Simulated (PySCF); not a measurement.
Cl2H2O2Ti, SMILES [Ti]([OH])([Cl])([OH])[Cl], multiplicity 1. Atoms are numbered in the order given.

```xyz
7

Ti    -0.3081     0.0000     0.0000
Cl     0.9334     1.8108     0.0000
Cl     0.9451    -1.8027     0.0000
O     -1.3053    -0.0053     1.4178
H     -2.1366    -0.0275     1.9002
O     -1.3053    -0.0053    -1.4178
H     -2.1366    -0.0275    -1.9002
```

Coordinates come from a ωB97X-D3(BJ)/def2-SVP optimisation. A frequency run showed that this geometry is not a minimum. The spin state was assumed, not searched. The structure was generated by enumeration; whether it is a known compound was not checked. The values are those of a single conformer.

Level of theory: PBE/def2-TZVP (PySCF).

Symmetry labels are those of the subgroup Cs that the program uses (full group Cs).

Computed valence orbital energies around the gap with their symmetry:
| orbital | symmetry | energy (eV) |
|---|---|---|
| HOMO−7 | A' | -9.17 |
| HOMO−6 | A' | -8.93 |
| HOMO−5 | A" | -8.88 |
| HOMO−4 | A' | -8.56 |
| HOMO−3 | A' | -8.14 |
| HOMO−2 | A" | -7.64 |
| HOMO−1 | A" | -7.50 |
| HOMO | A' | -7.41 |
| LUMO | A' | -3.22 |
| LUMO+1 | A" | -3.07 |
| LUMO+2 | A' | -2.62 |
| LUMO+3 | A' | -2.44 |
